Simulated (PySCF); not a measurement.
Computed shifts of a molecule CH10FNSi3, PySCF with PBE/pcSseg-1, GIAO, gas phase, atoms alike by connectivity averaged where their shifts nearly agree, in ppm (number of nuclei): ¹³C: 3.9 (1). ²⁹Si: 5.6 (1), -23.0 (1), -49.5 (1). ¹⁵N: 10.0 (1). ¹⁹F: -293.5 (1). ¹H: 6.04 (2), 5.44 (1), 5.17 (3), 0.48 (3), -0.12 (1). References: ¹³C against TMS (σ = 182.0 ppm); ²⁹Si against TMS (σ = 335.4 ppm); ¹⁵N against NH3 (σ = 267.0 ppm); ¹⁹F against CFCl3 (σ = 133.6 ppm); ¹H against TMS (σ = 31.49 ppm), references at their B3LYP-D3(BJ)/def2-TZVP geometries, non-relativistic. The structure is a stationary point at B3LYP-D3(BJ)/def2-SVP. Other conformers were not sampled.

Which molecule gave these data?
A. N[Si@H]([SiH3])C[SiH2]F
B. N[Si@H]([SiH3])[SiH2]CF
C. C[Si@@](F)([SiH3])N[SiH3]
D. C[Si@H](N[SiH3])[SiH2]F

D, C[Si@H](N[SiH3])[SiH2]F
